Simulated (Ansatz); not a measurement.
`N[Si](F)(Cl)Cl` + NH₃ → `N[Si](N)(F)Cl` + HCl at 298.15 K and 1 bar (ligand exchange at the Si–Cl bond).

Isolated molecules relaxed with PBE0-D4/def2-TZVP in Ansatz; ΔE leaves out vibrations. CCSD(T)/CBS is the MP2 limit (def2-TZVPP, def2-QZVPP) plus CCSD(T) − MP2 in def2-TZVPP, frozen cores. This one scheme is used for every species. Each species was taken in one conformer, which may not be the lowest.

| species | CCSD(T)/CBS energy (Eh) | H − E (kJ/mol) | S (J/(mol·K)) |
| --- | --- | --- | --- |
| `N[Si](F)(Cl)Cl` | -1364.55198 | 106.9 | 349.5 |
| NH₃ | -56.50880 | 100.5 | 192.4 |
| `N[Si](N)(F)Cl` | -960.67132 | 174.0 | 341.8 |
| HCl | -460.38127 | 26.6 | 186.8 |

H − E and S are ideal-gas, rigid-rotor, harmonic terms from PBE0-D4/def2-TZVP, for one conformer and one mirror image of each species. 1 Eh = 2625.50 kJ/mol, R = 8.31446 J/(mol·K).

By hand: ΔE, ΔH, ΔS and ΔG.

ΔE = (-960.67132) + (-460.38127) − (-1364.55198) − (-56.50880) = 0.00819 Eh = 21.5 kJ/mol. Δ(H − E) = 174.0 + 26.6 − 106.9 − 100.5 = -6.8, so ΔH = 14.7 kJ/mol. ΔS = 341.8 + 186.8 − 349.5 − 192.4 = -13.3 J/(mol·K). ΔG = 14.7 − 298.15 × (-13.3)/1000 = 18.7 kJ/mol.

By hand: the equilibrium constant, and the temperature at which ΔG would vanish if ΔH and ΔS stayed fixed.

log₁₀ K = −ΔG/(RT ln 10) = -3.3. ΔH and −TΔS have one sign here, so there is no such temperature.

The number of gas molecules stays the same, so ΔS is small and ΔH decides. A doubt of 5 kJ/mol in ΔE shifts log₁₀ K by 0.9 here. Other conformers and mirror images would add mixing entropy, several J/(mol·K) or more a flexible species. These are equilibria of isolated gas molecules and say nothing of rates. Largest T1 diagnostic: 0.010 (customary marks: 0.02 for closed shells, 0.045 for open ones).
